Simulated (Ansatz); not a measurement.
Program: Ansatz 0.2.0.

A structure relaxed at PBE0-D4/def2-TZVP, charge 0, multiplicity 1:

Cartesian coordinates in Å:
```
O -0.867 0.184 -2.184
Si -1.184 -0.259 -0.643
O -0.014 0.269 0.378
Si 1.355 0.102 1.192
F 1.052 0.182 2.741
F 1.983 -1.324 0.919
H -1.000 1.098 -2.437
H -2.448 0.345 -0.163
H -1.207 -1.735 -0.642
H 2.329 1.138 0.840
```

Problem. Give its formula and SMILES.

Solution. F2H4O2Si2, `O[SiH2]O[SiH](F)F`.

Problem. Summarise the bond lengths by kind.

Solution. 3 × O–Si 1.601 to 1.641 Å; 1 × H–O 0.958 Å; 3 × H–Si 1.465 to 1.481 Å; 2 × F–Si 1.580 to 1.582 Å.
